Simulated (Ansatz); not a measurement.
An input meant for Ga₃N₃H₁₂⁻ (started as a model of: (H2Ga-mu-NH2)3) (charge -1, doublet).

```yaml
crystal:
  periodic: [false, false, false]
  atoms:
    - {symbol: Ga, position_ang: [1.936941, -0.546863, -0.512899]}
    - {symbol: Ga, position_ang: [-0.378041, 1.874943, -0.021916]}
    - {symbol: Ga, position_ang: [-1.197208, -1.420791, 0.426271]}
    - {symbol: N, position_ang: [0.685995, 0.794117, -1.333159]}
    - {symbol: N, position_ang: [-1.760017, 0.507373, 0.490126]}
    - {symbol: N, position_ang: [0.727384, -1.212490, 0.947625]}
    - {symbol: H, position_ang: [2.136631, -1.751561, -1.506758]}
    - {symbol: H, position_ang: [3.118926, 0.275906, 0.122765]}
    - {symbol: H, position_ang: [0.513281, 2.089420, 1.260234]}
    - {symbol: H, position_ang: [-1.096327, 3.045415, -0.795573]}
    - {symbol: H, position_ang: [-1.951160, -2.203062, 1.568139]}
    - {symbol: H, position_ang: [-1.244191, -1.835259, -1.094015]}
    - {symbol: H, position_ang: [1.236885, 1.440062, -1.901547]}
    - {symbol: H, position_ang: [0.063988, 0.325730, -1.995457]}
    - {symbol: H, position_ang: [-2.580545, 0.618108, -0.108169]}
    - {symbol: H, position_ang: [-2.094252, 0.730201, 1.429345]}
    - {symbol: H, position_ang: [0.809735, -0.608145, 1.767847]}
    - {symbol: H, position_ang: [1.071958, -2.123113, 1.257142]}
basis:
  gaussian: {orbitals: def2-TZVP}
total_charge: -1
magnetization: {spin_polarized: true, initial_magnetization: 1}
hamiltonian: {xc: {name: HF}}
correlation: {active_space: {window: {electrons: 3, orbitals: 2}}}
scf: {omitted_lower_state_checks: [starts]}
```

```sh
$ ansatz run in.yaml --threads 4 --pin off --events-out ev --progress --plain --max-ram 4787MiB
```

It prints (some lines left out):

```
Error: invalid value for `correlation.active_space`: it starts from restricted Hartree–Fock orbitals; set hamiltonian.xc: hf without magnetization.spin_polarized
```

The highest occupied level of an anion often lies above zero with these methods, and sets without diffuse functions describe the outer electron poorly.
